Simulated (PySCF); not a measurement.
Correlation energy of Ar(3+) (argon, charge +3)

[Ne] 3s2 3p3, high-spin 4S determinant. Computed with PySCF 2.14 in x2c-QZVPPall (9s6p4d2f1g, 70 functions), with the spin-free X2C one-electron Hamiltonian (Gaussian nucleus). Frozen: [Ne]; 5 electrons correlated.

| level | correlation energy (mhartree) |
| --- | --- |
| CCSD | -129.72 |
| (T) | -3.79 |
| CCSD(T) | -133.51 |

Diagnostics: T1 = 0.0029, D1 = 0.0074, largest double amplitude 0.058.

**Question.** Is a single reference adequate?

**Answer.** Yes: T1 lies below 0.03 and no double amplitude reaches 0.07.
